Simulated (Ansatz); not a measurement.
`O[SiH]1[NH][AlH]1` + H₂Se → `[SeH][SiH]1[NH][AlH]1` + H₂O at 500 K and 1 bar (ligand exchange at the Si–O bond).

Calculated with Ansatz (gas phase, PBE0-D4/def2-TZVP geometries, no zero-point term in ΔE). CCSD(T)/CBS adds triple-zeta CCSD(T) − MP2 to the extrapolated MP2 energy (def2 sets, frozen cores). This one scheme is used for every species. For Se outer-core shells are correlated without core-valence functions, which leaves a few kJ/mol of doubt a bond. Scalar relativity is left out up to krypton. One conformer a species, not always the lowest.

```json
{"species": "`O[SiH]1[NH][AlH]1`", "CCSD(T)/CBS energy (Eh)": "-663.42911", "H − E (kJ/mol)": "160.1", "S (J/(mol·K))": "373.1"}
{"species": "H₂Se", "CCSD(T)/CBS energy (Eh)": "-2401.89790", "H − E (kJ/mol)": "53.1", "S (J/(mol·K))": "237.8"}
{"species": "`[SeH][SiH]1[NH][AlH]1`", "CCSD(T)/CBS energy (Eh)": "-2988.93987", "H − E (kJ/mol)": "148.7", "S (J/(mol·K))": "407.0"}
{"species": "H₂O", "CCSD(T)/CBS energy (Eh)": "-76.37941", "H − E (kJ/mol)": "73.2", "S (J/(mol·K))": "206.3"}
```

H − E and S are ideal-gas, rigid-rotor, harmonic terms from PBE0-D4/def2-TZVP, for one conformer and one mirror image of each species. 1 Eh = 2625.50 kJ/mol, R = 8.31446 J/(mol·K).

Question: By hand: ΔE, ΔH, ΔS and ΔG.

Answer: ΔE = (-2988.93987) + (-76.37941) − (-663.42911) − (-2401.89790) = 0.00773 Eh = 20.3 kJ/mol. Δ(H − E) = 148.7 + 73.2 − 160.1 − 53.1 = 8.7, so ΔH = 29.0 kJ/mol. ΔS = 407.0 + 206.3 − 373.1 − 237.8 = 2.4 J/(mol·K). ΔG = 29.0 − 500 × (2.4)/1000 = 27.8 kJ/mol.

Question: By hand: the equilibrium constant, and the temperature at which ΔG would vanish if ΔH and ΔS stayed fixed.

Answer: log₁₀ K = −ΔG/(RT ln 10) = -2.9. ΔG = 0 at ΔH/ΔS = 12083 K, far beyond where these terms or the molecules hold.

The number of gas molecules stays the same, so ΔS is small and ΔH decides. A doubt of 5 kJ/mol in ΔE shifts log₁₀ K by 0.5 here. Other conformers and mirror images would add mixing entropy, several J/(mol·K) or more a flexible species. These are equilibria of isolated gas molecules and say nothing of rates. Largest T1 diagnostic: 0.014 (customary marks: 0.02 for closed shells, 0.045 for open ones).
